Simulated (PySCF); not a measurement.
Static response to an electric field

C3H11FOSi2.
Cartesian coordinates in Å at the GFN2-xTB level; atoms count from 1:
```xyz
18
C3H11FOSi2 angstrom
C     -0.4455    1.7854   -1.2064
Si    -0.3464    0.1688   -0.2148
C     -1.0074   -1.3448   -1.1520
C     -1.3272    0.3791    1.4299
F     -1.3308   -0.8040    2.1478
O      1.2130   -0.0582    0.1765
Si     2.5611   -0.7016    0.8170
H     -0.1358    2.6393   -0.6115
H      0.2042    1.7408   -2.0743
H     -1.4537    1.9760   -1.5593
H     -2.0364   -1.2051   -1.4691
H     -0.4121   -1.5460   -2.0380
H     -0.9739   -2.2312   -0.5246
H     -0.8832    1.1301    2.0878
H     -2.3766    0.6375    1.2712
H      3.1881   -1.4668   -0.2601
H      2.1954   -1.5488    1.9483
H      3.3582    0.4557    1.2199
```

Level: CAM-B3LYP/def2-SVPD (PySCF), static field, nuclei fixed, core orbitals frozen in the response. The polarisability tensor in these axes (au):

```
x   90.88 -1.33  1.85
y   -1.33 90.29 -0.99
z    1.85 -0.99 88.62
```

Q: What are the eigenvalues, a third of the trace, and Δα (Δα² = ½Σ(αi − αj)² over the three pairs)?

A: Principal values 87.55, 89.29 and 92.94 au; mean 89.93 au = 13.33 Å³ = 14.83 × 10⁻⁴⁰ C²·m²/J; Δα = 4.77 au (5 % of the mean).

Q: What is the dipole moment, and where does it point?

A: (-0.14, 1.13, -1.29) D, 1.72 D in size, pointing from the negative to the positive side. Measured along this direction, the outermost atoms are H17 at the negative end and H9 and H10 at the positive end.

Q: In TDDFT the mean static polarisability is Σ f/ω² over all singlet excitations (ω in hartree). How much of it do the 8 lowest give? Their energies (eV) and oscillator strengths: 7.24, 0.0066; 7.46, 0.0010; 7.71, 0.0277; 7.84, 0.0271; 8.14, 0.0326; 8.49, 0.0491; 8.51, 0.0536; 8.54, 0.0356.

A: They add up to 2.56 au, 2.8 % of the 89.93 au; the largest single term is 0.55 au, from the state at 8.51 eV. Terms in order: 0.09, 0.01, 0.35, 0.33, 0.36, 0.51, 0.55, 0.36 au. Higher excitations give the rest. The strengths listed sum to 0.233.

Q: Give the principal axes and the span of the nuclei along them.

A: Largest value along (0.73, -0.53, 0.43), where the nuclei span 6.05 Å; middle along (0.51, 0.84, 0.17), 4.77 Å; least along (-0.45, 0.10, 0.89), 4.25 Å. The response follows the extents in order.

Q: What depolarisation ratio follows for Rayleigh scattering of linearly polarised light, taking the static tensor?

A: ρ = 3Δα²/(45ᾱ² + 4Δα²) = 68.1/(363911 + 90.8) = 0.000187.

Q: Find the Langevin capture rate constant for NO+ (29.998 u) meeting this molecule (138.033 u), k = 2.342 × 10⁻⁹ cm³/s × √(α in Å³ / reduced mass in u).

A: The reduced mass is 24.64 u, so k = 1.72 × 10⁻⁹ cm³/s. The formula leaves out the permanent dipole, which adds to the capture rate.

Geometry: GFN2-xTB, one conformer, isolated molecule.
